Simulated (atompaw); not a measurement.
Ce (Z = 58): PAW (atompaw) pseudisation with PBEsol, scalar-relativistic reference atom.

```json
{
  "Element": "cerium (Ce)",
  "Generator": "atompaw 4.2.0.5",
  "Type": "PAW",
  "Functional": "PBEsol",
  "Relativity": "scalar-relativistic",
  "Frozen core": "[Kr] 4d10 5s2",
  "Valence charge": "10",
  "Reference configuration": "4f1 5p6 5d1 6s1.75 6p0.25",
  "Partial waves": "6s (bound): rc 3.00 bohr; 6s channel at 0.6 Ry: rc 3.00 bohr; 5p (bound): rc 2.65 bohr; 6p (bound): rc 3.00 bohr; 5d (bound): rc 3.00 bohr; 5d channel at 4.05 Ry: rc 3.00 bohr; 4f (bound): rc 1.40 bohr; 4f channel at 0.25 Ry: rc 1.40 bohr",
  "Local potential": "troulliermartins scheme with l = 4 at 0.5 Ry, radius 2.85 bohr",
  "Core correction": "smooth core density matched at 2.20 bohr",
  "Augmentation charge": "sinc compensation charge, radius 2.22 bohr; PAW radius 3.00 bohr; waves and projectors: custom polynom gramschmidtortho"
}
```

Poles of the logarithmic derivatives, all-electron (AE) and pseudo (PS). s: poles at -2.9, 2.7 (AE) and -3.1, 2.7 (PS) Ry. p: poles at -1.5, 4.0 (AE) and -1.5, 3.3 (PS) Ry. d: poles at 0.6 (AE) and 0.6 (PS) Ry. f: poles at -0.4, 3.2 (AE) and -0.4, 3.3 (PS) Ry. Test radius 3.01 bohr.

* Cutoffs needed: 60 Ry and 100 Ry (the cutoffs (Ry, on a coarse ladder) from which the occupation-weighted sum of valence levels, in a spherical-Bessel basis at the reference potential, stays within 10 and 1 mRy of its value at 400 Ry)
* Ghost test: ghost state, extra bound levels that the all-electron valence spectrum of the same l lacks: s at -43.7 eV; a true bound ghost makes a file unfit for plane-wave use (spherical-Bessel basis up to 400 Ry, 20 bohr box)
* Lowest eigenvalue of the overlap operator: 0.48 (s channel)
* Overlap eigenvalues printed by atompaw (projector basis): 0.737, 0.93, 1.02, 1.3, 9.42, 29, 247, 549
* Share of each valence orbital outside the PAW sphere: 6s 83 %, 5p 4 %, 6p 95 %, 5d 39 %, 4f 2 %
